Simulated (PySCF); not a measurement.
B(CCH)(Cl)(H) (C2H2BCl), SMILES B(C#C)Cl.

Coordinates come from a B3LYP-D3(BJ)/def2-SVP optimisation.

Calculation: PySCF with TDDFT-CAM-B3LYP/def2-SVPD.

Vertical excitations. Isolated molecule, no solvent. State labels are in the subgroup Cs.

```json
[
 {"state": "S1", "symmetry": "A\"", "energy (eV)": "4.36", "λ (nm)": "284", "f": "0.000", "main pairs": "HOMO→LUMO 97 %"},
 {"state": "S2", "symmetry": "A\"", "energy (eV)": "5.17", "λ (nm)": "240", "f": "0.001", "main pairs": "HOMO−2→LUMO 97 %"},
 {"state": "S3", "symmetry": "A'", "energy (eV)": "5.45", "λ (nm)": "228", "f": "0.099", "main pairs": "HOMO−1→LUMO 80 %"},
 {"state": "S4", "symmetry": "A\"", "energy (eV)": "6.77", "λ (nm)": "183", "f": "0.000", "main pairs": "HOMO−1→LUMO+1 48 %, HOMO−1→LUMO+2 34 %"},
 {"state": "S5", "symmetry": "A'", "energy (eV)": "7.14", "λ (nm)": "174", "f": "0.123", "main pairs": "HOMO−3→LUMO 86 %"},
 {"state": "S6", "symmetry": "A\"", "energy (eV)": "7.68", "λ (nm)": "161", "f": "0.002", "main pairs": "HOMO−4→LUMO 90 %"},
 {"state": "S7", "symmetry": "A'", "energy (eV)": "8.03", "λ (nm)": "154", "f": "0.040", "main pairs": "HOMO−2→LUMO+1 66 %, HOMO→LUMO+1 16 %"},
 {"state": "S8", "symmetry": "A'", "energy (eV)": "8.09", "λ (nm)": "153", "f": "0.236", "main pairs": "HOMO→LUMO+1 49 %, HOMO−2→LUMO+1 16 %, HOMO→LUMO+2 11 %"},
 {"state": "S9", "symmetry": "A'", "energy (eV)": "8.25", "λ (nm)": "150", "f": "0.332", "main pairs": "HOMO→LUMO+2 65 %"},
 {"state": "S10", "symmetry": "A\"", "energy (eV)": "8.40", "λ (nm)": "148", "f": "0.008", "main pairs": "HOMO−5→LUMO 93 %"},
 {"state": "T1", "symmetry": "A'", "energy (eV)": "4.02", "λ (nm)": "308", "f": "0", "main pairs": "HOMO−1→LUMO 88 %"},
 {"state": "T2", "symmetry": "A\"", "energy (eV)": "4.04", "λ (nm)": "307", "f": "0", "main pairs": "HOMO→LUMO 94 %"},
 {"state": "T3", "symmetry": "A\"", "energy (eV)": "4.87", "λ (nm)": "255", "f": "0", "main pairs": "HOMO−2→LUMO 94 %"},
 {"state": "T4", "symmetry": "A'", "energy (eV)": "5.38", "λ (nm)": "230", "f": "0", "main pairs": "HOMO→LUMO+1 43 %, HOMO→LUMO+2 35 %, HOMO→LUMO+3 7 %"}
]
```
Triplets are in the Tamm–Dancoff approximation, which puts them higher than full response would, so one can lie above its singlet here.
